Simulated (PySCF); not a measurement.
GaCl2I, SMILES [I][Ga]([Cl])[Cl].

Geometry: B3LYP-D3(BJ)/def2-SVP. The def2 effective core potentials stand for the cores of I; spin–orbit coupling is left out.

Two levels are set side by side: TDA-PBE/def2-SVPD (PySCF) and TDA-CAM-B3LYP/def2-SVPD (PySCF). Vertical, same geometry. The lowest singlet is HOMO→LUMO 99 % with PBE and HOMO→LUMO 97 % with the other functional; states are paired by order. Differences are taken from unrounded values.

```tsv
quantity	TDA-CAM-B3LYP	TDA-PBE	TDA-PBE minus TDA-CAM-B3LYP
lowest singlet excitation (eV)	4.67	3.94	-0.73
lowest triplet excitation (TDA) (eV)	4.22	3.58	-0.64
first bright state (f over 0.05) (eV)	6.33	5.31	-1.02
its oscillator strength	0.25	0.13	-0.12
```

A lower first singlet is the usual sign of a functional without exact exchange. Differences between two approximate levels are no errors against the true value.

Rough cost on one machine, each run with all the roots and properties that it gave: TDA-CAM-B3LYP against TDA-PBE about 4 times.
